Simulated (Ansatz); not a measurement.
`ClB[SeH]` + H–F → `FB[SeH]` + HCl at 700 K and 1 bar (ligand exchange at a B–Cl bond).

Program: Ansatz. Geometries: PBE0-D4/def2-TZVP. ΔE: electronic, gas phase. CBS: MP2 limit from def2 TZ/QZ plus the TZ coupled-cluster correction, frozen cores. This one scheme is used for every species. For Se outer-core shells are correlated without core-valence functions, which leaves a few kJ/mol of doubt a bond. Scalar relativity is left out up to krypton. One conformer a species, not always the lowest.

| species | CCSD(T)/CBS energy (Eh) | H − E (kJ/mol) | S (J/(mol·K)) |
| --- | --- | --- | --- |
| `ClB[SeH]` | -2886.53463 | 102.1 | 355.4 |
| H–F | -100.39570 | 45.2 | 198.5 |
| `FB[SeH]` | -2526.56401 | 104.1 | 341.8 |
| HCl | -460.38127 | 38.4 | 211.8 |

H − E and S are ideal-gas, rigid-rotor, harmonic terms from PBE0-D4/def2-TZVP, for one conformer and one mirror image of each species. 1 Eh = 2625.50 kJ/mol, R = 8.31446 J/(mol·K).

Problem. By hand: ΔE, ΔH, ΔS and ΔG.

Solution. ΔE = (-2526.56401) + (-460.38127) − (-2886.53463) − (-100.39570) = -0.01495 Eh = -39.3 kJ/mol. Δ(H − E) = 104.1 + 38.4 − 102.1 − 45.2 = -4.8, so ΔH = -44.1 kJ/mol. ΔS = 341.8 + 211.8 − 355.4 − 198.5 = -0.3 J/(mol·K). ΔG = -44.1 − 700 × (-0.3)/1000 = -43.9 kJ/mol.

Problem. By hand: the equilibrium constant, and the temperature at which ΔG would vanish if ΔH and ΔS stayed fixed.

Solution. log₁₀ K = −ΔG/(RT ln 10) = 3.3. ΔG = 0 at ΔH/ΔS = 147000 K, far beyond where these terms or the molecules hold.

The number of gas molecules stays the same, so ΔS is small and ΔH decides. A doubt of 5 kJ/mol in ΔE shifts log₁₀ K by 0.4 here. Other conformers and mirror images would add mixing entropy, several J/(mol·K) or more a flexible species. These are equilibria of isolated gas molecules and say nothing of rates. Largest T1 diagnostic: 0.012 (customary marks: 0.02 for closed shells, 0.045 for open ones).
